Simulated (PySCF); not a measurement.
## Relaxation of singlet AsI3

These are results of PySCF, PBE0, basis As def2-SVP, I def2-SVP with ECP28 (scalar-relativistic core potentials, no spin–orbit coupling, density fitting), not measurements. A (50,194) grid was used.

A start displaced from a saddle point along its imaginary mode, of C3v symmetry, held to at least that symmetry:

```xyz
4
charge 0 multiplicity 1, angstrom
As    0.0000    0.0000    0.1200
I     2.6508    0.0000   -0.0236
I    -1.3254    2.2956   -0.0236
I    -1.3254   -2.2956   -0.0236
```

(1) What does it relax to?

(2) How much energy is released, and in how many steps?

Results:

(1) It ends at C3v with As–I 2.566 Å (×3); I–As–I 101.8° (×3). A frequency run shows a minimum. Other isomers or separated fragments may lie lower.

(2) 137.6 kJ/mol in 7 steps.

The relaxation took about 120 core-seconds on a shared host.
